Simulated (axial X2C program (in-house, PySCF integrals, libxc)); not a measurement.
# Ω levels of TcTe from open-shell CI on d5 s0 p(π)0

Calculated with an axial X2C code built on PySCF integrals: two-component X2C with atomic mean-field Coulomb and Gaunt terms, basis Tc dyall-v3z, Te dyall-v3z (cores contracted in-house). Orbitals come from Hartree–Fock averaged over the configuration Tc d5 s0 p(π)0; CI then distributes these electrons over the d, s, p(π) shells of Tc.

R = 2.506 Å (near the minimum of the configuration average).

Active spinors (ω > 0):

```json
{"shell": "d", "ω": "3/2", "ε (eV)": "-5.39", "character": "99% Tc d"}
{"shell": "d", "ω": "5/2", "ε (eV)": "-5.21", "character": "100% Tc d"}
{"shell": "d", "ω": "1/2", "ε (eV)": "-4.87", "character": "68% Tc d, 17% Tc s, 11% Te p"}
{"shell": "d", "ω": "1/2", "ε (eV)": "-4.71", "character": "82% Tc d, 9% Te p, 5% Tc s"}
{"shell": "d", "ω": "3/2", "ε (eV)": "-4.56", "character": "76% Tc d, 15% Te p, 6% Tc p"}
{"shell": "s", "ω": "1/2", "ε (eV)": "2.37", "character": "75% Tc s, 16% Tc p, 3% Tc d"}
{"shell": "p(π)", "ω": "1/2", "ε (eV)": "0.93", "character": "91% Tc p, 5% Te p"}
{"shell": "p(π)", "ω": "3/2", "ε (eV)": "0.98", "character": "90% Tc p, 6% Te p"}
```

Lowest levels of this model:

```csv
Ω,energy (cm⁻¹),g∥,μ (D),configuration
1/2,0,2.00,-7.55,100% d5
3/2,29,5.99,-7.57,100% d5
5/2,87,9.98,-7.60,100% d5
1/2,16717,1.98,-6.95,100% d5
3/2,16816,4.39,-6.89,100% d5
1/2,16865,2.06,-6.76,100% d5
5/2,16900,7.95,-6.69,100% d5
3/2,17324,5.56,-7.40,100% d5
1/2,17378,1.91,-7.42,100% d5
5/2,18474,5.90,-7.29,100% d5
7/2,18493,9.95,-7.33,100% d5
3/2,18526,1.97,-7.40,100% d5
5/2,18712,5.07,-7.08,100% d5
7/2,18754,8.62,-6.94,100% d5
9/2,18965,11.99,-6.87,100% d5
7/2,19498,9.41,-7.19,100% d5
7/2,21370,6.03,-7.53,100% d5
9/2,21460,9.99,-7.52,100% d5
11/2,21650,13.98,-7.61,100% d5
```

g∥ is the magnitude of 2⟨Lz + ge Sz⟩ for the +Ω component. μ is positive if the Te end is positive.

Q: From Ω and g∥ of the lowest level, whose 2⟨Lz + ge Sz⟩ is positive, find ⟨Sz⟩ and ⟨Lz⟩ (ge = 2.0023).

A: Ω = ⟨Lz⟩ + ⟨Sz⟩ = 1/2 and ⟨Lz⟩ + ge⟨Sz⟩ = 1.000, so ⟨Sz⟩ = 0.50 and ⟨Lz⟩ = 0.00.

Occupations of the active spinors in the lowest level by ω, shell by shell in order of energy: -5/2: 0.36; -3/2: 0.63 0.36 0.00; -1/2: 0.49 0.55 0.00 0.00; 1/2: 0.56 0.48 0.00 0.00; 3/2: 0.44 0.55 0.00; 5/2: 0.56. The leading determinant has weight 0.11 among 649.

This point took 2.6 s on 1 thread of Arm Neoverse V1, on a shared host.

There is no dynamic correlation: spin–orbit spacings and, for f shells, spacings inside one term are the most reliable numbers, splittings between terms come out too wide, and energies between configurations are not reliable, so the lowest level need not be the ground state of the molecule. For d shells the ligand-field splittings (σ, π, δ) and their order can be off by a thousand cm⁻¹ or more. At most 4 roots were kept for each Ω > 0 (twice that for Ω = 0) within 3.2 eV of the lowest, so higher up levels can be missing between those listed; levels with Ω > 0 are doubly degenerate and listed once, Ω = 0 levels singly. Some active spinors are only partly of the character that their shell is named for, so the shell names and counts are nominal. States that fill the shells left empty in the average are placed too high.
